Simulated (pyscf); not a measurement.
**H₃C–CH₂–CH₂–ClH⁺ (SMILES CCC[ClH+]), singlet**

Gas-phase minimum from PySCF at ωB97X-D3(BJ)/def2-SVP, one conformer. 

SMILES: CCC[ClH+]
```xyz
12

C      0.9554     0.3193     0.6270
C      0.2381     0.6677    -0.6745
C     -1.0297     1.4504    -0.5247
Cl    -2.3688     0.3942     0.4360
H      1.9505    -0.0937     0.4107
H      1.0955     1.2040     1.2686
H      0.4227    -0.4603     1.1988
H      0.8618     1.3560    -1.2797
H      0.0697    -0.2175    -1.3078
H     -1.6032     1.6271    -1.4450
H     -0.9846     2.3442     0.1119
H     -1.6749     0.1216     1.5039
```
Charge +1, spin multiplicity 1.

Bonds (Å): C1–C2 1.526, C1–H5 1.099, C1–H6 1.102, C1–H7 1.104, C2–C3 1.498, C2–H8 1.109, C2–H9 1.101, C3–Cl4 1.957, C3–H10 1.099, C3–H11 1.098, Cl4–H12 1.302. Angles (°): C2–C1–H5 110.1, C2–C1–H6 111.9, C2–C1–H7 112.1, H5–C1–H6 107.5, H5–C1–H7 105.9, H6–C1–H7 109.1, C1–C2–C3 115.6, C1–C2–H8 110.0, C1–C2–H9 112.3, C3–C2–H8 101.9, C3–C2–H9 110.4, H8–C2–H9 105.7, C2–C3–Cl4 110.3, C2–C3–H10 116.2 (the first ones only).

Properties at ωB97X-D3(BJ)/def2-SVP:

```
Property                                                                                                                                                                                                                                                                                      Result
---------------------------------------------------------------------------------------------------------------------  -----------------------------------------------------------------------------------------------------------------------------------------------------------------------------
Harmonic wavenumbers, unscaled                                                                                         115, 126, 218, 286, 363, 454, 680, 773, 891, 906, 1019, 1086, 1121, 1216, 1258, 1306, 1386, 1426, 1437, 1460, 1482, 1492, 2883, 3060, 3064, 3143, 3148, 3157, 3191, 3247 cm⁻¹
Zero-point energy                                                                                                                                                                                                                                                                      64.9 kcal/mol
Rotational symmetry number                                                                                                                                                                                                                                                                         1
Entropy of this conformer at 298 K and 1 atm, rigid rotor and harmonic oscillator, modes under 100 cm⁻¹ raised to 100                                                                                                                                                                324.4 J/(mol K)
Dipole moment                                                                                                                                                                                                                                                                      depends on origin
```

Single-point totals, which compare only within one level (frozen core for MP2 and CC):

| level | total energy (hartree) |
|---|---|
| ωB97X-D3(BJ)/def2-TZVP | -579.14541 |
| PBE/def2-TZVP | -578.70542 |
| r²SCAN/def2-TZVP | -578.95676 |
| B3LYP-D3(BJ)/def2-TZVP | -579.10209 |
| PBE0-D3(BJ)/def2-TZVP | -578.77138 |
| M06-2X/def2-TZVP | -578.97881 |
| ωB97M-D3(BJ)/def2-TZVP | -579.14105 |
| HF/def2-TZVPP | -577.51018 |
| MP2/def2-TZVPP | -578.22666 |
| CCSD/def2-TZVPP | -578.28259 |
| CCSD(T)/def2-TZVPP | -578.31332 |

Soft torsions are taken as harmonic, which can shift the entropy by several J/(mol K). The CCSD(T) − MP2 part came from Ansatz, without density fitting, on the same reference.
